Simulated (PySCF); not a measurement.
**From computed data to an observable: refractive index and permittivity of the vapour**

C3H6OSi, SMILES C#C[Si@@H](C)O.

Geometry optimised at r2SCAN-D4/def2-SVP. The structure was generated by enumeration; whether it is a known compound was not checked. Other conformers were not sampled.

HF/def2-TZVP (PySCF) gives a mean static polarisability of 57.2 bohr³ and a dipole moment of 1.18 D. Take an ideal gas at 298.15 K and 1 bar, whether or not the substance is that volatile.

Work out n − 1 in the optical limit and the static ε − 1.


Polarisability volume α' = 57.2 × 0.148185 = 8.48 Å³. Number density N = p/kT = 2.43e-5 Å⁻³.
Dilute limit of Lorentz–Lorenz: n − 1 = 2π N α' = 0.0013.
Orientation term of Debye: μ²/(3kT) = 8.098 Å³ × μ²(D²) = 11.28 Å³.
ε − 1 = 4π N (α' + μ²/3kT) = 0.0060. Orientation of the dipole supplies 57 % of the static response; it can't follow optical fields. Vibrational polarisation and dispersion are left out.
